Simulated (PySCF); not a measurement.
**Simulated characterisation data**

No solvent model, equivalent nuclei averaged, single conformer, non-relativistic. GFN2-xTB structure; GIAO PBE0/pcSseg-1 shieldings; PySCF 2.14.

Referencing at the same level of theory: TMS for 1H (σ = 31.72 ppm), 13C (σ = 186.93 ppm). Where no couplings were computed, multiplicities follow the n + 1 count of equivalent neighbours, and m marks all less simple cases (inequivalent or close neighbours, rings, F or P nearby). Acid and N–H amide carbonyl carbons lie up to 10 ppm further downfield in solution (hydrogen bonding). Shifts are as computed. Against solution values, carbons near 30 ppm lie about +3 ppm off and those near 130 ppm about +5 ppm (rms about the fit 2.1 ppm; single classes can miss by 10 ppm). Of 1328 compounds with measured shifts, 309 miss one by over three times the rms of a fit or turn the order of signals round; such compounds aren't used in these exercises. Signals without a measured value on file couldn't be tested in this way; 1H shifts scatter by 0.2 ppm about their fit, and single ones miss by 0.5 ppm. Groups on amide-type nitrogens are kept apart (slow C–N rotation). OH and NH positions are gas-phase values without hydrogen bonding to other molecules.

Compound 1 (C$_{7}$H$_{9}$NO). 1H NMR (500 MHz, computed): δ 6.77 (m, 1H), 5.96 (br s, 1H), 5.88 (m, 1H), 5.73 (br s, 1H), 5.62 (br s, 1H), 5.62 (m, 1H), 5.43 (br, 1H), 5.37 (br s, 1H), 4.61 (br, 1H). 13C{1H} NMR (computed): δ 172.5 (C), 153.3 (C), 152.9 (C), 146.4 (CH), 127.1 (CH2), 125.0 (CH2), 125.0 (CH2). Structure: SMILES C=CC(=C)C(=C)C(N)=O.

Compound 2 (C$_{7}$H$_{9}$NO). 1H NMR (500 MHz, computed): δ 7.18 (t, 1H), 6.33 (m, 1H), 6.21 (m, 1H), 4.93 (br, 1H), 4.54 (br, 1H), 2.39 (m, 2H), 2.22 (m, 2H). 13C{1H} NMR (computed): δ 168.3 (C), 144.7 (CH), 136.9 (C), 135.7 (CH), 129.7 (CH), 26.4 (CH2), 25.3 (CH2). Structure: SMILES C1CC=C(C(N)=O)C=C1.
